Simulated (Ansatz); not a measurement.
PBE exchange is replaced step by step with exact exchange (0 % is PBE, 25 % PBE0; no dispersion term), basis def2-SVP, Ansatz. System: [Cu(PH3)3]+ (CuP₃H₉⁺). The state is a singlet with charge 1. Geometry: B3LYP-D4/def2-SVP.

Geometry of the singlet:

Cartesian coordinates in Å:
```
Cu -0.001 -0.001 -0.002
P -0.770 0.521 2.119
H -0.893 -0.474 3.121
H -2.065 1.088 2.218
H -0.054 1.491 2.865
P 0.448 -2.202 -0.560
H -0.560 -3.169 -0.321
H 1.518 -2.838 0.119
H 0.788 -2.568 -1.887
P 0.318 1.680 -1.560
H -0.370 1.575 -2.795
H 1.631 1.868 -2.062
H 0.010 3.030 -1.255
```

```json
{"exact exchange (%)": "0", "HOMO (eV)": "-9.83", "LUMO (eV)": "-5.36", "gap (eV)": "4.46"}
{"exact exchange (%)": "10", "HOMO (eV)": "-10.43", "LUMO (eV)": "-4.98", "gap (eV)": "5.44"}
{"exact exchange (%)": "15", "HOMO (eV)": "-10.73", "LUMO (eV)": "-4.79", "gap (eV)": "5.93"}
{"exact exchange (%)": "40", "HOMO (eV)": "-12.23", "LUMO (eV)": "-3.86", "gap (eV)": "8.38"}
```

Q: Fit a straight line to the column «gap (eV)» against the share of exact exchange and predict its value at 25 %.

A: With x = exact exchange (%) and y = gap (eV): mean x = 16.25, mean y = 6.053; Σ(x − x̄)(y − ȳ) = 85.14, Σ(x − x̄)² = 868.8; slope b = 0.098, intercept a = ȳ − b·x̄ = 4.46. The residuals of the fitted rows reach 0.00. At x = 25 the line gives 4.46 + (0.098 × 25) = 6.91; the run gave 6.92, 0.01 more than the line.
